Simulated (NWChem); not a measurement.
System: CHFO3Si; SMILES [SiH]1(F)OC(O1)=O

NWChem printed, in part:

```
             Northwest Computational Chemistry Package (NWChem) 7.3.0
             --------------------------------------------------------

 CS  symmetry detected

                             Geometry "geometry" -> ""
                             -------------------------

 Output coordinates in angstroms (scale by  1.889725989 to convert to a.u.)

  No.       Tag          Charge          X              Y              Z
 ---- ---------------- ---------- -------------- -------------- --------------
    1 O                    8.0000    -0.35541202    -2.38119629     0.00000000
    2 C                    6.0000    -0.08849408    -1.22289513     0.00000000
    3 O                    8.0000     0.11209088    -0.38234388     1.10184300
    4 Si                  14.0000     0.42410243     0.88808438     0.00000000
    5 F                    9.0000    -0.68073902     2.06358718     0.00000000
    6 O                    8.0000     0.11209088    -0.38234388    -1.10184300
    7 H                    1.0000     1.77002372     1.49897726     0.00000000

 Effective nuclear repulsion energy (a.u.)     307.0852644706

      Symmetry information
      --------------------

 Group name             Cs
 Group number              2
 Group order               2
 No. of unique centers     6

                                Z-matrix (autoz)
                                --------

 Units are Angstrom for bonds and degrees for angles

      Type          Name      I     J     K     L     M      Value
      ----------- --------  ----- ----- ----- ----- ----- ----------
    1 Stretch                  1     2                       1.18866
    2 Stretch                  2     3                       1.40029
    3 Stretch                  2     4                       2.17232
    4 Stretch                  2     6                       1.40029
    5 Stretch                  3     4                       1.71038
    6 Stretch                  4     5                       1.61322
    7 Stretch                  4     6                       1.71038
    8 Stretch                  4     7                       1.47807
    9 Bend                     1     2     3               128.10502
   10 Bend                     1     2     6               128.10502
   11 Bend                     2     3     4                87.99934
   12 Bend                     2     4     3                40.10668
   13 Bend                     2     4     5               123.12624
   14 Bend                     2     4     6                40.10668
   15 Bend                     2     4     7               128.06119
   16 Bend                     2     6     4                87.99934
   17 Bend                     3     2     4                51.89398
   18 Bend                     3     2     6               103.78725
   19 Bend                     3     4     5               114.60134
   20 Bend                     3     4     6                80.21290
   21 Bend                     3     4     7               118.23603
   22 Bend                     4     2     6                51.89398
   23 Bend                     5     4     6               114.60134
   24 Bend                     5     4     7               108.81257
   25 Bend                     6     4     7               118.23603
   26 Torsion                  1     2     3     4         179.14603
   27 Torsion                  1     2     6     4        -179.14603
   28 Torsion                  2     3     4     5         112.91644
   29 Torsion                  2     3     4     6           0.23263
   30 Torsion                  2     3     4     7        -116.65896
   31 Torsion                  2     6     4     3          -0.23263
   32 Torsion                  2     6     4     5        -112.91644
   33 Torsion                  2     6     4     7         116.65896
   34 Torsion                  3     2     4     5         -89.82208
   35 Torsion                  3     2     4     6        -179.64415
   36 Torsion                  3     2     4     7          90.17792
   37 Torsion                  3     2     6     4           0.28831
   38 Torsion                  3     4     2     6         179.64415
   39 Torsion                  4     3     2     6          -0.28831
   40 Torsion                  1     2     5     4         180.00000
   41 Torsion                  5     4     2     6          89.82208
   42 Torsion                  6     2     4     7         -90.17792
   43 Torsion                  1     2     7     4         180.00000

  xc_inp: hfexch multiplicative factor not found.

                           NWChem Geometry Optimization
                           ----------------------------

 maximum gradient threshold         (gmax) =   0.000450
 rms gradient threshold             (grms) =   0.000300
 maximum cartesian step threshold   (xmax) =   0.001800
 rms cartesian step threshold       (xrms) =   0.001200
 fixed trust radius                (trust) =   0.300000
 source of zmatrix                         =   autoz

          -------------------
          Energy Minimization
          -------------------

 Using diagonal initial Hessian
 Scaling for Hessian diagonals: bonds = 1.00  angles = 0.25  torsions = 0.10

          --------
          Step   0

                                 NWChem DFT Module
                                 -----------------

 Summary of "ao basis" -> "ao basis" (spherical)
 ------------------------------------------------------------------------------
       Tag                 Description            Shells   Functions and Types
 ---------------- ------------------------------  ------  ---------------------
 O                           sto-3g                  3        5   2s1p
 C                           sto-3g                  3        5   2s1p
 Si                          sto-3g                  5        9   3s2p
 F                           sto-3g                  3        5   2s1p
 H                           sto-3g                  1        1   1s

      Symmetry analysis of basis
      --------------------------

        a'         25
        a"         10

[...]

      ----------------------
      Optimization converged
      ----------------------

  Step       Energy      Delta E   Gmax     Grms     Xrms     Xmax
  ---- ---------------- -------- -------- -------- -------- --------
@    9    -643.21974032 -8.1D-08  0.00001  0.00000  0.00013  0.00028
                                     ok       ok       ok       ok

                                Z-matrix (autoz)
                                --------

 Units are Angstrom for bonds and degrees for angles

[...]

 Rotational Constants
 --------------------
 A=   0.288801 cm-1  (  0.415511 K)
 B=   0.071003 cm-1  (  0.102155 K)
 C=   0.066080 cm-1  (  0.095072 K)

 Temperature                      =   298.15K
 frequency scaling parameter      =   1.0000

 Zero-Point correction to Energy  =   21.592 kcal/mol  (  0.034409 au)
 Thermal correction to Energy     =   24.738 kcal/mol  (  0.039422 au)
 Thermal correction to Enthalpy   =   25.330 kcal/mol  (  0.040366 au)

 Total Entropy                    =   74.111 cal/mol-K
   - Translational                =   39.929 cal/mol-K (mol. weight = 107.9679)
   - Rotational                   =   26.567 cal/mol-K (symmetry #  =        1)
   - Vibrational                  =    7.615 cal/mol-K

 Cv (constant volume heat capacity) =   16.522 cal/mol-K
   - Translational                  =    2.979 cal/mol-K
   - Rotational                     =    2.979 cal/mol-K
   - Vibrational                    =   10.563 cal/mol-K

[normal modes left out]

 ----------------------------------------------------------------------------
 Normal Eigenvalue ||           Projected Infra Red Intensities
  Mode   [cm**-1]  || [atomic units] [(debye/angs)**2] [(KM/mol)] [arbitrary]
 ------ ---------- || -------------- ----------------- ---------- -----------
    1       -0.000 ||    0.001358           0.031         1.324       0.257
    2       -0.000 ||    0.000836           0.019         0.815       0.158
    3       -0.000 ||    0.000322           0.007         0.313       0.061
    4       -0.000 ||    0.001550           0.036         1.511       0.293
    5        0.000 ||    0.001995           0.046         1.945       0.377
    6        0.000 ||    0.000906           0.021         0.883       0.171
    7      124.158 ||    0.001834           0.042         1.788       0.346
    8      265.327 ||    0.012640           0.292        12.322       2.387
    9      361.033 ||    0.032811           0.757        31.985       6.195
   10      527.616 ||    0.000928           0.021         0.904       0.175
   11      688.216 ||    0.017031           0.393        16.603       3.216
   12      739.790 ||    0.068863           1.589        67.131      13.003
   13      806.826 ||    0.036845           0.850        35.918       6.957
   14      940.861 ||    0.027064           0.624        26.383       5.110
   15      962.304 ||    0.029796           0.687        29.046       5.626
   16     1014.355 ||    0.063067           1.455        61.481      11.909
   17     1054.277 ||    0.069589           1.605        67.839      13.140
   18     1148.425 ||    0.234752           5.416       228.848      44.327
   19     1369.806 ||    0.196151           4.525       191.217      37.038
   20     2211.751 ||    0.307152           7.086       299.427      57.998
   21     2896.271 ||    0.006654           0.154         6.487       1.257
 ----------------------------------------------------------------------------
```

Level: Hartree-Fock/STO-3G. 

Question: Reconstruct the input file.

Answer: One answer among several that fit: the input that was run:
```
start job
memory heap 200 mb stack 900 mb global 1100 mb
geometry units angstroms
  O     -0.376587     2.388196     0.000000
  C     -0.099689     1.232240     0.000000
  O      0.108138     0.393450     1.101843
  Si     0.431095    -0.874240     0.000000
  F     -0.663567    -2.059228     0.000000
  O      0.108138     0.393450    -1.101843
  H      1.782235    -1.473502     0.000000
end
basis spherical
  O library sto-3g
  C library sto-3g
  Si library sto-3g
  F library sto-3g
  H library sto-3g
end
dft
  xc hfexch
  iterations 150
end
driver
  maxiter 120
end
task dft optimize
task dft freq
```
